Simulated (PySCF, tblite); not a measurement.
Isomers of C7H7F3NP, one GFN2-xTB conformer each. Single-point energies are computed at PBE0/pcSseg-1 (PySCF, gas phase, no added dispersion term), electronic only.

```json
{"SMILES": "CCc1nc(C(F)(F)F)ccp1", "GFN2-xTB relative energy (kJ/mol)": "0.0"}
{"SMILES": "CP(C(F)=C(F)F)n1cccc1", "GFN2-xTB relative energy (kJ/mol)": "38.1"}
```

Conformers: `[CH3:1][CH2:2][c:3]1[n:4][c:5]([C:6]([F:7])([F:8])[F:9])[cH:10][cH:11][p:12]1` with C1–C2–C3–N4 92°; `[CH3:1][P:2]([C:3]([F:4])=[C:5]([F:6])[F:7])[n:8]1[cH:9][cH:10][cH:11][cH:12]1` with C1–P2–C3–F4 -14°, C1–P2–N8–C9 -55°.

What does PBE0/pcSseg-1 give for the same structures?

```csv
SMILES,PBE0/pcSseg-1 E (Eh),PBE0/pcSseg-1 (kJ/mol),GFN2-xTB (kJ/mol),point group
CCc1nc(C(F)(F)F)ccp1,-965.72270,0.0,0.0,C1
CP(C(F)=C(F)F)n1cccc1,-965.66633,148.0,38.1,C1
```

Both levels put the same isomer lowest. As drawn, the higher has a C=C bond outside aromatic rings, which the lower lacks.

Which frontier levels, dipoles and rotational constants go with these structures?

```tsv
SMILES	HOMO (eV, PBE0/pcSseg-1)	LUMO (eV)	dipole (D)	A, B, C (MHz)
CCc1nc(C(F)(F)F)ccp1	-7.55	-2.45	2.78	1344, 547.3, 432.7
CP(C(F)=C(F)F)n1cccc1	-6.42	-0.47	1.57	1156, 655.5, 524.7
```

What happens when harmonic zero-point energies from GFN2-xTB frequencies are added?

```json
{"SMILES": "CCc1nc(C(F)(F)F)ccp1", "ZPE (kJ/mol)": "337.7", "electronic (kJ/mol)": "0.0", "with ZPE (kJ/mol)": "0.0"}
{"SMILES": "CP(C(F)=C(F)F)n1cccc1", "ZPE (kJ/mol)": "331.6", "electronic (kJ/mol)": "148.0", "with ZPE (kJ/mol)": "141.9"}
```

The zero-point energies span 6.1 kJ/mol. The order is unchanged.
